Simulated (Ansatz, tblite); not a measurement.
Spin states of Li7H8⁻, each relaxed with PBE0-D4/def2-TZVPD in Ansatz. Electronic energies in the gas phase.

The xTB rows come from tblite. LC-ωPBE has ω = 0.4 bohr⁻¹. B3LYP takes the VWN-RPA correlation. HSE06 is defined as in plane-wave codes, on full-range PBE exchange. Correlated methods freeze no core orbitals; core or outer-core shells of Li are correlated, in sets that lack core-valence functions. In the quintet, H9 and H15 lie 0.82 Å apart, H11 and H13 lie 0.82 Å apart (atoms count from 1), so H2 has formed as a molecule. The structure comes from a short search, and lower isomers may exist.

Singlet geometry:

| atom | x (Å) | y (Å) | z (Å) |
| --- | --- | --- | --- |
| Li1 | 0.096 | -0.423 | 0.406 |
| Li2 | 2.458 | 0.107 | -0.426 |
| Li3 | 2.270 | -1.529 | -2.305 |
| Li4 | -0.163 | -1.742 | -1.772 |
| Li5 | 0.165 | 1.737 | 1.778 |
| Li6 | -2.309 | 1.700 | 2.140 |
| Li7 | -2.449 | -0.146 | 0.464 |
| H8 | -3.622 | 0.971 | 1.179 |
| H9 | 1.293 | -1.384 | -0.604 |
| H10 | -1.401 | -0.980 | -0.726 |
| H11 | -1.002 | 2.861 | 2.493 |
| H12 | 3.470 | -0.302 | -1.820 |
| H13 | -1.042 | 0.272 | 1.671 |
| H14 | 1.394 | 1.014 | 0.693 |
| H15 | 0.843 | -2.155 | -3.170 |

Triplet geometry (C2v within 0.1 Å):

```xyz
15

Li   -0.002    0.997    0.059
Li    0.226   -0.342    2.312
Li   -2.309   -0.459    2.619
Li   -2.335   -0.218    0.075
Li    2.335   -0.201   -0.098
Li    2.311   -0.136   -2.655
Li   -0.226   -0.073   -2.336
H     0.894   -0.292   -3.680
H    -1.150    0.509    1.347
H    -1.353    0.717   -1.143
H     3.504   -0.423   -1.399
H    -0.891   -0.727    3.620
H     1.147    0.664   -1.277
H     1.352    0.584    1.218
H    -3.503   -0.601    1.339
```

Quintet geometry (C2 within 0.1 Å):

Cartesian coordinates in Å:
```
Li -1.050 0.270 0.941
Li 1.008 2.211 0.776
Li 2.479 0.548 2.308
Li 0.707 -1.594 2.007
Li -1.443 1.784 -1.351
Li -2.206 -0.618 -2.555
Li -1.291 -2.138 -0.522
H -1.809 -2.255 -2.159
H 1.385 -0.251 0.819
H -0.763 -1.574 1.048
H -0.314 0.375 -2.180
H 2.570 2.065 1.482
H -0.627 0.054 -1.499
H -0.617 1.927 0.192
H 1.971 -0.804 0.693
```

⟨S²⟩: triplet 2.00 at PBE0-D4/def2-TZVPD (pure 2.00), quintet 6.00 at PBE0-D4/def2-TZVPD (pure 6.00).

Run but left out: GFN2-xTB (tight binding far off the other levels).

Only these spin states were relaxed. The triplet has other bonds than the singlet, so the gap mixes isomer and spin. The quintet has other bonds than the singlet, so the gap mixes isomer and spin.

| level | triplet − singlet (kcal/mol) | quintet − singlet (kcal/mol) | lowest of these | remarks |
| --- | --- | --- | --- | --- |
| GFN1-xTB | 56.8 | 208.6 | singlet | – |
| HF/6-31G | 96.9 | 110.4 | singlet | – |
| PBE-D4/def2-TZVPD | 60.8 | 101.2 | singlet | HOMO above zero (quintet), HOMO above zero (triplet) |
| r2SCAN-D4/def2-TZVPD | 65.6 | 102.0 | singlet | HOMO above zero (quintet), HOMO above zero (triplet) |
| B97M-V/def2-TZVPD | 73.8 | 139.5 | singlet | HOMO above zero (quintet), HOMO above zero (triplet) |
| B3LYP-D4/6-31G | 77.2 | 126.8 | singlet | HOMO above zero (triplet) |
| B3LYP-D4/def2-TZVPD | 75.0 | 121.4 | singlet | HOMO above zero (triplet) |
| PBE0-D4/def2-TZVPD | 72.0 | 105.0 | singlet | HOMO above zero (triplet) |
| HSE06-D4/def2-TZVPD | 70.9 | 104.7 | singlet | HOMO above zero (triplet) |
| BHLYP-D4/def2-TZVPD | 87.3 | 126.5 | singlet | HOMO above zero (triplet) |
| LC-ωPBE/def2-TZVPD | 90.6 | 116.7 | singlet | – |
| RPA@PBE/def2-TZVPD | 77.8 | 109.9 | singlet | – |

Change of the quintet − singlet gap on mixing in exact exchange, in kcal/mol: PBE to PBE0 (25 % exact exchange) 3.7.

The xTB methods have no term that favours high spin, so they put low spin too low.
